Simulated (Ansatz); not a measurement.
The same path of C$_{2}$H$_{7}$ClOSeSi (13 atoms, charge 0, multiplicity 1) was run 3 times with different band settings. The coordinate that changes most is the dihedral H10–C2–Se4–Si5.

Theory: Ansatz, RHF/def2-SVP.

Relaxed end points:

```xyz
13
Properties=species:S:1:pos:R:3
C 0.325 -2.109 -0.290
C 0.482 -0.604 -0.185
O 0.422 -0.155 1.129
Se -0.962 0.299 -1.192
Si -0.862 2.318 -0.147
Cl -1.902 2.420 1.643
H -0.613 -2.424 0.164
H 1.148 -2.600 0.237
H 0.347 -2.438 -1.329
H 1.416 -0.289 -0.653
H 1.201 -0.416 1.598
H 0.534 2.702 0.110
H -1.516 3.261 -1.071
```

```xyz
13
Properties=species:S:1:pos:R:3
C 0.628 -1.442 0.049
C -0.165 -0.472 0.902
O -0.800 -1.117 1.956
Se -1.651 0.408 -0.083
Si -0.482 1.812 -1.427
Cl 0.820 3.014 -0.332
H -0.024 -2.222 -0.344
H 1.400 -1.914 0.665
H 1.124 -0.942 -0.782
H 0.471 0.335 1.264
H -0.183 -1.268 2.656
H 0.359 1.109 -2.411
H -1.476 2.664 -2.099
```

Common settings: spring 5.0 eV/Å²; start path IDPP; force threshold 0.03 eV/Å; end points relaxed.

| run | movable images | climbing image | optimiser | iteration limit | largest step |
| --- | --- | --- | --- | --- | --- |
| 1 | 7 | yes | quadratic models (default) | 36 | default |
| 2 | 8 | no | quadratic models (default) | 36 | default |
| 3 | 7 | yes | fire | 50 | 0.5 Å |

What does each run give, and how far can it be trusted?

Run 1: converged after 9 iterations, highest image 0.114 eV above the first end. A vibrational analysis at the climbing image gives no mode beyond 40i cm⁻¹: the surface is too flat there to confirm a saddle point.
Run 2: converged after 7 iterations, highest image 0.114 eV above the first end. No image climbed, so the highest image needn't sit at the top of the path.
Run 3: converged after 38 iterations, highest image 0.116 eV above the first end. Another band between the same ends (7 images) ends at a top of the same energy, where a vibrational analysis finds no clearly imaginary modes.
